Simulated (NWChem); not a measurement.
System: C3H9OSi, doublet; SMILES O(C)[Si](C)C

Input file for NWChem:

```
start job
memory heap 200 mb stack 900 mb global 1100 mb
geometry units angstroms noautosym nocenter noautoz
  C     -0.345565     2.240155    -0.319345
  O      0.544800     1.149518    -0.237790
  Si     0.117635    -0.412150     0.272433
  C      1.669113    -1.448312    -0.024306
  C     -1.338659    -1.064636    -0.760690
  H     -0.744982     2.534087     0.679279
  H     -1.216986     2.034172    -0.984846
  H      0.198571     3.113277    -0.736301
  H      1.512366    -2.493220     0.311135
  H      1.916208    -1.459626    -1.107939
  H      2.537345    -1.032548     0.523993
  H     -1.075493    -1.053306    -1.841291
  H     -2.257774    -0.461047    -0.620831
  H     -1.574287    -2.109215    -0.471537
end
basis spherical
  * library iglo-ii
end
dft
  odft
  mult 2
  xc hfexch
  iterations 150
  semidirect filesize 400000000
end
property
  hyperfine
end
task dft property
```

Excerpt of the output:

```
             Northwest Computational Chemistry Package (NWChem) 7.3.0
             --------------------------------------------------------

                             Geometry "geometry" -> ""
                             -------------------------

 Output coordinates in angstroms (scale by  1.889725989 to convert to a.u.)

  No.       Tag          Charge          X              Y              Z
 ---- ---------------- ---------- -------------- -------------- --------------
    1 C                    6.0000    -0.34556500     2.24015500    -0.31934500
    2 O                    8.0000     0.54480000     1.14951800    -0.23779000
    3 Si                  14.0000     0.11763500    -0.41215000     0.27243300
    4 C                    6.0000     1.66911300    -1.44831200    -0.02430600
    5 C                    6.0000    -1.33865900    -1.06463600    -0.76069000
    6 H                    1.0000    -0.74498200     2.53408700     0.67927900
    7 H                    1.0000    -1.21698600     2.03417200    -0.98484600
    8 H                    1.0000     0.19857100     3.11327700    -0.73630100
    9 H                    1.0000     1.51236600    -2.49322000     0.31113500
   10 H                    1.0000     1.91620800    -1.45962600    -1.10793900
   11 H                    1.0000     2.53734500    -1.03254800     0.52399300
   12 H                    1.0000    -1.07549300    -1.05330600    -1.84129100
   13 H                    1.0000    -2.25777400    -0.46104700    -0.62083100
   14 H                    1.0000    -1.57428700    -2.10921500    -0.47153700

 Effective nuclear repulsion energy (a.u.)     234.0409828009

  xc_inp: hfexch multiplicative factor not found.
                              NWChem Property Module
                              ----------------------

  itol2e modified to match energy
  convergence criterion.

                                 NWChem DFT Module
                                 -----------------

[...]

          ----------------------
          Hyperfine Interactions
          ----------------------

 Total Spin Density (Fermi Contact Term)
 ------------------ --------------------
     Atom            x         y         z       Density (a.u.)      Aiso(MHz)     Aiso(Gauss)
     1  13-C     -0.65302   4.23328  -0.60347      -0.002343         -2.634366      -0.940006
     2  17-O      1.02952   2.17227  -0.44936       0.046873        -28.414494     -10.138981
     3  29-Si     0.22230  -0.77885   0.51482       0.765908       -680.683794    -242.884494
     4  13-C      3.15417  -2.73691  -0.04593       0.044787         50.348917      17.965715
     5  13-C     -2.52970  -2.01187  -1.43750       0.056536         63.557805      22.678967
     6   1-H     -1.40781   4.78873   1.28365      -0.000109         -0.485542      -0.173253
     7   1-H     -2.29977   3.84403  -1.86109       0.000214          0.954700       0.340660
     8   1-H      0.37524   5.88324  -1.39141      -0.000167         -0.748337      -0.267025
     9   1-H      2.85796  -4.71150   0.58796      -0.001271         -5.682258      -2.027567
    10   1-H      3.62111  -2.75829  -2.09370       0.007652         34.202653      12.204336
    11   1-H      4.79489  -1.95123   0.99020      -0.000911         -4.071494      -1.452808
    12   1-H     -2.03239  -1.99046  -3.47954       0.007995         35.737302      12.751936
    13   1-H     -4.26657  -0.87125  -1.17320      -0.001056         -4.718504      -1.683677
    14   1-H     -2.97497  -3.98584  -0.89108      -0.001651         -7.379682      -2.633250

           -------------------------------------------
           Anisotropic Interaction (Spin-Dipolar Term)
           -------------------------------------------

 ------------------------------------------------------------
     Atom            x         y         z
 ------------------------------------------------------------
     1  13-C     -0.65302   4.23328  -0.60347

   Spin-Dipolar term (a.u.)
        xx             yy             zz             xy             xz             yz
 ------------------------------------------------------------------------------------------
      -0.003490       0.006066      -0.002575      -0.000797       0.001422      -0.006342

   Principal Comp. of -hf- tensor (au)            Anisotropic -hfcc- (MHz)               Anisotropic -hfcc- (Gauss)
 --------------------------------------------------------------------------------------------------------------------------
     -0.003335     0.009563    -0.006228      -0.447545     1.283239    -0.835694      -0.159695     0.457891    -0.298196

   Orientation of the principal axis of Hyperfine Tensor w.r.t absolute (molecular) frame
 --------------------------------------------------------------------------------------------------------------------------
      0.941574    -0.104701    -0.320117
      0.239518     0.876365     0.417869
      0.236788    -0.470129     0.850241

 ------------------------------------------------------------
     Atom            x         y         z
 ------------------------------------------------------------
     2  17-O      1.02952   2.17227  -0.44936

   Spin-Dipolar term (a.u.)
        xx             yy             zz             xy             xz             yz
 ------------------------------------------------------------------------------------------
      -0.127874      -0.122974       0.250849       0.024864      -0.123881      -0.109214

[...]
```

Level: UHF/IGLO-II, contact and dipolar terms. Structure relaxed at the PBE-D3(BJ)/def2-SVP, spin-unrestricted level. Not confirmed as a minimum by frequencies. No stability test was run on the SCF state.
